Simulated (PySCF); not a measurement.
Static response to an electric field

Species: C5H12OSi.
Atom-mapped SMILES: `[CH3:1][C@H:2]([CH:3]=[O:4])[CH2:5][CH2:6][SiH3:7]` (hydrogens: H8, H9, H10 on C1; H11 on C2; H12 on C3; H13, H14 on C5; H15, H16 on C6; H17, H18, H19 on Si7)

Cartesian coordinates in Å at the GFN2-xTB level; atoms count from 1:
```
atom  x, y, z in Å
C1    -2.2627   -1.0161   -0.1420
C2    -1.0909   -0.4386    0.6608
C3    -1.6018    0.7649    1.4089
O4    -1.2377    1.8972    1.2673
C5     0.1063   -0.0936   -0.2289
C6     1.3707    0.1691    0.5842
Si7    2.8717    0.6050   -0.4977
H8    -3.1015   -1.2462    0.5115
H9    -1.9549   -1.9291   -0.6452
H10   -2.5933   -0.3021   -0.8930
H11   -0.7904   -1.1806    1.4114
H12   -2.4094    0.5135    2.1285
H13   -0.1413    0.7935   -0.8152
H14    0.2829   -0.9171   -0.9246
H15    1.1789    0.9849    1.2827
H16    1.5955   -0.7128    1.1898
H17    3.1404   -0.5099   -1.4117
H18    4.0344    0.8131    0.3664
H19    2.5931    1.8141   -1.2717
```

Level: PBE0/def2-SVPD (PySCF), static field, nuclei fixed, core orbitals frozen in the response. The polarisability tensor in these axes (au):

```
x   104.29   7.29  -7.01
y     7.29  86.43   2.04
z    -7.01   2.04  82.74
```

Q: What are the eigenvalues, a third of the trace, and Δα (Δα² = ½Σ(αi − αj)² over the three pairs)?

A: Principal values 78.24, 86.91 and 108.30 au; mean 91.15 au = 13.51 Å³ = 15.03 × 10⁻⁴⁰ C²·m²/J; Δα = 26.80 au (29 % of the mean).

Q: What is the dipole moment, and where does it point?

A: (-1.08, -2.76, 0.16) D, 2.97 D in size, pointing from the negative to the positive side. Measured along this direction, the outermost atoms are H19 at the negative end and H9 at the positive end.

Q: In TDDFT the mean static polarisability is Σ f/ω² over all singlet excitations (ω in hartree). How much of it do the 8 lowest give? Their energies (eV) and oscillator strengths: 4.31, 0.0003; 6.49, 0.0008; 6.97, 0.0065; 7.36, 0.0483; 7.58, 0.0096; 7.62, 0.0156; 7.69, 0.0036; 7.86, 0.0059.

A: They add up to 1.22 au, 1.3 % of the 91.15 au; the largest single term is 0.66 au, from the state at 7.36 eV. Terms in order: 0.01, 0.01, 0.10, 0.66, 0.12, 0.20, 0.04, 0.07 au. Higher excitations give the rest. The strengths listed sum to 0.091.

Q: Directions of the eigenvectors, and the extent of the frame along each?

A: Largest value along (0.93, 0.29, -0.23), where the nuclei span 7.26 Å; middle along (-0.11, 0.81, 0.58), 4.12 Å; least along (0.35, -0.51, 0.78), 3.32 Å. The response follows the extents in order.

Q: Traceless (Buckingham) quadrupole moment about the centre of nuclear charge: eigenvalues?

A: -8.54, 2.97, 5.57 D·Å. The values depend on the origin, since the dipole doesn't vanish. The electronic extent ⟨r²⟩ about the same centre is 1381 bohr², a root-mean-square distance of 2.46 Å for the 64 electrons.

One conformer (not necessarily the lowest) at the GFN2-xTB geometry, without solvent, vibrations or thermal averaging.

The run behind these numbers computed excited states as well. Hardware: an Arm Neoverse V1 with one thread, no GPU (shared host). Cost: 82 s of wall time, 1.0 GiB resident at most.
